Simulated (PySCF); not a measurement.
# What a mistake does to a calculation on AlGeH5N anion

Calculated results; nothing here was measured. The program is PySCF 2.14.0, an open-source quantum chemistry code, run on an isolated molecule that a program drew, which may never have been made. The molecule is AlGeH5N anion (charge -1, singlet), drawn as the SMILES string `[NH2][AlH][GeH2-]`.

Each row is a Hartree-Fock (HF) and frozen-core CCSD(T) single point in the aug-cc-pV(D+d)Z basis, meant for a local HF minimum. Run 1 is clean. Each other run has one planted mistake out of seven kinds, and not every kind appears here: one electron removed, one electron added, multiplicity raised by two, geometry at a saddle point, minimal basis STO-3G, one bond length entered in bohr, all coordinates scaled. The reference is restricted for singlets and unrestricted otherwise, and also for a bond in bohr. Adding or removing an electron swaps singlet and doublet. Electrons count all cores. HOMO and LUMO are orbital energies over both spins, the gradient is its largest component, and the lowest frequency (negative if imaginary) is given only where the gradient is small. Bond lengths are over the 7 bonds as drawn. T1 is the CCSD diagnostic: over 0.02 (restricted) or 0.045 (unrestricted) a single reference is doubtful. Germanium has the aug-cc-pVDZ-PP basis, with a core potential (ECP10MDF) in place of its 10 inner electrons, and its 3s, 3p and 3d shells are frozen in CCSD(T).

Geometry of the clean run:
```xyz
8
AlGeH5N anion, angstrom
N    -1.6503    1.2379   -0.2737
Al   -0.3627    0.0018   -0.6190
Ge   -0.0834   -2.2040    0.5304
H    -2.2597    1.2109    0.5178
H    -1.8517    2.0364   -0.8400
H     0.3669    0.4958   -1.9883
H    -0.4345   -1.7286    2.0126
H     1.5046   -2.1459    0.6641
```

| run | electrons | basis functions | <S^2> | HOMO (eV) | LUMO (eV) | gradient (hartree/bohr) | lowest frequency (cm^-1) | mean bond (Å) | longest bond (Å) | T1 | HF (hartree) | CCSD(T) (hartree) | mistake |
|---|---|---|---|---|---|---|---|---|---|---|---|---|---|
| 1 | 58 | 132 | 0.000 | -2.09 | 3.02 | 2.9e-05 | 114 | 1.5912 | 2.503 | 0.0176 | -592.70396 | -593.13608 | no fault |
| 2 | 57 | 132 | 0.768 | -9.46 | -0.38 | 3.1e-02 | - | 1.5912 | 2.503 | 0.0173 | -592.66367 | -593.06032 | one electron removed |
| 3 | 58 | 132 | 2.015 | 0.55 | 2.97 | 3.2e-02 | - | 1.5912 | 2.503 | 0.0432 | -592.63728 | -593.04784 | multiplicity raised by two |
| 4 | 58 | 132 | 0.000 | -1.10 | 3.08 | 3.1e-05 | -348 | 1.5473 | 2.335 | 0.0145 | -592.69111 | -593.12035 | ? |
| 5 | 58 | 132 | 0.564 | -2.26 | 3.18 | 1.3e-02 | - | 1.7982 | 3.077 | 0.0661 | -592.61809 | -593.05373 | ? |

**Which mistake was planted in run 4, and what did it cost?**

The gradient is small, so the point is stationary, but the lowest frequency is imaginary (-348 cm^-1). So the mistake is: geometry at a saddle point. Subtracting run 1 and multiplying by 627.51 kcal/mol a hartree, the energy moved by 8.1 kcal/mol in HF and 9.9 kcal/mol in CCSD(T).

**Which mistake was planted in run 5, and what did it cost?**

The mean bond changes by a factor of 1.130 and the longest by 1.229, so the molecule wasn't scaled as a whole. A length L in bohr read as angstrom grows by (1/0.5292 - 1) L = 0.890 L. The 7 bonds together grew by 7 x 0.2070 = 1.449 Å, which gives L = 1.629 Å. That is bond Al2-H6, 1.628 Å in the clean geometry. So the mistake is: one bond length entered in bohr. Subtracting run 1 and multiplying by 627.51 kcal/mol a hartree, the energy moved by 53.9 kcal/mol in HF and 51.7 kcal/mol in CCSD(T).

Cautions from the logs. Run 3: the HOMO is above zero, so the electron isn't bound and the energy depends on the basis; run 5: T1 is over the limit, so its CCSD(T) energy is less reliable.
